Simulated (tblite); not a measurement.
C5H14OSSi2.
Geometry (GFN2-xTB, Å), atoms numbered from 1 in this order:
```xyz
23
C5H14OSSi2 angstrom
O      1.6918   -2.2804   -0.5653
Si     1.7324   -1.0923    0.5533
C      0.0103   -0.7486    1.3066
C     -1.0955   -0.6211    0.2716
C     -1.0668    0.6173   -0.6415
C     -2.5565    0.8516   -0.3488
C     -2.4815   -0.1818    0.7844
Si     2.6173    0.5639   -0.7651
S      2.4218    2.4340    0.3140
H      1.3286   -3.1429   -0.3817
H      2.5870   -1.5185    1.6767
H      0.0511    0.1693    1.8954
H     -0.2579   -1.5479    2.0038
H     -1.1637   -1.5437   -0.3107
H     -0.4353    1.4097   -0.2438
H     -0.8042    0.4410   -1.6828
H     -3.2038    0.5361   -1.1651
H     -2.8314    1.8619   -0.0539
H     -3.2576   -0.9452    0.7933
H     -2.4286    0.2788    1.7695
H      4.0578    0.4613   -1.0286
H      2.0045    0.8434   -2.0682
H      3.0756    3.1811   -0.5572
```

Method: GFN2-xTB as coded in tblite; computed harmonic values from a numerical Hessian at the method's own geometry, unscaled. This tight-binding method is rough: wavenumbers can miss measured ones by several per cent, in bad cases by 10 to 20. Modes of hydrogen on silicon and sulfur can be 10 to 20 % off. One conformer, not necessarily the lowest.

Harmonic wavenumbers (cm⁻¹): 29.9, 37.8, 70.1, 79.6, 92.3, 112.4, 141.7, 157.3, 178.8, 242.7, 311.4, 345.8, 394.2, 417.7, 445.5, 524.7, 585.0, 617.0, 647.7, 665.5, 694.0, 713.2, 744.6, 763.7, 803.3, 815.7, 818.8, 829.3, 883.8, 923.2, 994.3, 1028.0, 1037.4, 1041.7, 1080.6, 1154.7, 1179.5, 1187.0, 1215.3, 1236.8, 1247.8, 1255.9, 1262.0, 1279.9, 1345.5, 1472.1, 1476.3, 1484.5, 1495.9, 2141.9, 2198.3, 2227.2, 2492.5, 2938.8, 2945.4, 2982.6, 2991.2, 2998.7, 3007.5, 3011.0, 3016.5, 3018.5, 3650.2.

A = 1148, B = 657.8, C = 489.3 MHz; mass 178.030 u (most abundant isotopes); point group C1, symmetry number 1.

Question: What is the zero-point energy?

Answer: ½Σν̃ = 38591 cm⁻¹ = 110.34 kcal/mol.

Question: Give the ideal-gas entropy at 273.15 K and 1 bar in the rigid-rotor, harmonic-oscillator model (classical rotation).

Answer: Translation 41.03, rotation 30.88, vibration 42.45: S = 114.4 cal/(mol K).

Question: And Cp and H(273.15 K) − H(0)?

Answer: Cp = 46.97 cal/(mol K), of which vibrations give 39.02 (their classical limit is 63 R = 125.2); H(273.15 K) − H(0) = 7.88 kcal/mol without the zero-point energy, 5.71 from vibrations.

Question: How do the functions run with temperature in this model?

Answer: 
```tsv
T (K)	S (cal/(mol K))	Cp (cal/(mol K))	H − H(0) (kcal/mol)	G − H(0) (kcal/mol)	ln q(vib)
100	80.3	25.0	1.70	-6.33	3.67
200	101.3	37.2	4.81	-15.46	7.96
300	118.9	50.5	9.19	-26.49	11.87
500	150.3	72.8	21.66	-53.48	19.22
800	189.4	93.3	46.86	-104.65	29.34
1000	211.2	102.2	66.45	-144.76	35.47
```

q(vib) and H(0) count from the zero-point level.

Question: Blend soft modes into free rotors: weight 1/[1 + (100 cm⁻¹/ν̃)⁴] for the oscillator and the rest for a rotor with moment μB/(μ + B), μ = h/(8π²ν), B = 10⁻⁴⁴ kg m². What vibrational entropy results?

Answer: 37.60 cal/(mol K) in place of 42.45, which changes −T·S at 273.15 K by +1.33 kcal/mol.

Hindered rotation and anharmonicity are outside this model. Other conformers, if any are populated, would add a mixing term that is left out. The structure is chiral; the term R ln 2 for an equal mix with its mirror image is left out.
